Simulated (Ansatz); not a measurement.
Basis sets compared for Ga9P9. Total charge 0; singlet. Geometry PBE-D4/def2-SVP. Ansatz on 2 threads of AMD EPYC 7R13 on a shared host and a share (18 GiB) of an NVIDIA H100 80GB HBM3; times are rough, and most runs start from earlier orbitals.

```xyz
18

Ga    1.3669   -1.1662   -2.2289
Ga   -0.6745    1.1589    3.0056
Ga    1.8764    0.2004    3.6027
Ga    0.1234   -1.0203    1.2363
Ga   -2.9670   -0.7061    1.1751
Ga   -1.8830   -0.5203   -1.4716
Ga    2.2394    0.7487    0.5776
Ga   -0.1184    0.0464   -4.2230
Ga    0.2501    1.5669   -1.4737
P    -4.0040   -0.1626   -0.6591
P     0.1934    1.8897    0.8684
P     0.7618    1.7011    4.7448
P    -1.6140   -1.0041    2.9784
P    -1.5467    1.3618   -2.9795
P     2.5167    0.8729   -1.7337
P     2.5164   -1.1911    1.9047
P    -0.2573   -2.1309   -0.7989
P     1.2202   -1.6452   -4.5251
```

Single mean-field runs in def2-SVP, def2-TZVP are fitted with def2-universal-jkfit. Another isomer (singlet) lies 0.04 eV lower at PBE0-D4/def2-TZVP; other spin states weren't run for this one.

Binding counts from free atoms (Ga doublet, P quartet) in the same basis, without a counterpoise term.

```tsv
level	functions	energy (Eh)	HOMO (eV)	LUMO (eV)	binding per atom (eV)	wall time
PBE-D4/def2-SVP (with forces)	450	-20389.2998	-5.04	-4.04	3.02	7 s
PBE0-D4/def2-SVP	450	-20389.8734	-5.90	-3.50	2.92	7 s
```

(1) Estimate the rows for PBE-D4/def2-TZVP, PBE0-D4/def2-TZVP.

Answers

(1) 
```json
{"level": "PBE-D4/def2-TZVP", "functions": "765", "energy (Eh)": "-20392.5684", "HOMO (eV)": "-5.04", "LUMO (eV)": "-4.03", "binding per atom (eV)": "3.03", "wall time": "8.5 s"}
{"level": "PBE0-D4/def2-TZVP", "functions": "765", "energy (Eh)": "-20393.1278", "HOMO (eV)": "-5.88", "LUMO (eV)": "-3.46", "binding per atom (eV)": "2.94", "wall time": "9.1 s"}
```
